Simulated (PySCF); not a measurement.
# Ge2O2, singlet: computed properties

All numbers come from PySCF, PBE0, basis Ge def2-TZVP, O def2-TZVP (no relativity, density fitting).

The structure is a minimum.

Coordinates in bohr (charge 0 multiplicity 1):
```
Ge   -1.1644    0.0000    2.2353
Ge    1.1644    0.0000   -2.2353
O     2.0765    0.0000    1.0817
O    -2.0765    0.0000   -1.0817
```

- Point group: D2h
- Bond lengths: Ge–O 1.820 Å (×4)
- Bond angles: Ge–O–Ge 94.2° (×2), O–Ge–O 85.8° (×2)
- Entropy at 298.15 K and 1 bar: 297.8 J/(mol K)
- Highest occupied level: -7.02 eV
- Lowest empty level: -2.39 eV
- Atomisation energy without zero-point energy: 1515 kJ/mol
- Principal quadrupole moments (Buckingham, traceless) about the centre of mass: -9.37, 3.25, 6.12 D Å
- Heat capacity Cp at 298.15 K: 64.4 J/(mol K)
- Dipole moment: 0.00 D
- Enthalpy at 298.15 K above 0 K: 14.24 kJ/mol
- Principal polarisabilities: 47.5, 50.6, 72.2 bohr³
- Zero-point energy: 17.9 kJ/mol
- Rotational constants: 0.3433, 0.0641, 0.05401 cm⁻¹
- Rotational symmetry number: 4

Harmonic modes (masses in u: Ge 73.921, O 15.995):
| symmetry | ω (cm⁻¹) | IR (km/mol) | μ (u) |
| --- | --- | --- | --- |
| b3u | 147 | 3.4 | 18.59 |
| ag | 326 | 0.0 | 57.91 |
| b3g | 467 | 0.0 | 18.24 |
| b2u | 629 | 124 | 18.59 |
| b1u | 698 | 393 | 18.59 |
| ag | 721 | 0.0 | 17.01 |

In D2h the vibrations span b3u + 2ag + b3g + b2u + b1u. The ag, b3g modes carry no infrared intensity, as symmetry demands. With a centre of inversion only u modes can be infrared active and only g modes Raman active.

Charges (e):
```
atom  Mulliken  Löwdin  polar tensor  Mayer order to Ge1
 Ge1      0.55    0.30          0.90                   –
 Ge2      0.55    0.30          0.90                0.21
O3,4     -0.55   -0.30         -0.90                0.98
```
Other Mayer orders above 0.3: Ge–O 0.98 (×2).

Mulliken populations on Ge1: s 7.85, p 13.31, d 10.22, f 0.07.

Outer orbital energies (eV). occupied: -14.59, -12.87, -11.25, -10.46, -9.14, -8.67, -8.44, -7.02; empty: -2.39, -1.43, -0.53, 1.30.

Other isomers or separated fragments may lie lower.

The final relaxation and frequency run took 70 s on 4 threads of a shared Intel Xeon Platinum 8259CL @ 2.50GHz (Skylake/Cascade Lake) host, with 158 basis functions and 11 gradients; the process peaked at 1.6 GiB. Launch command: `OMP_NUM_THREADS=4 python axn.py task.json out`.
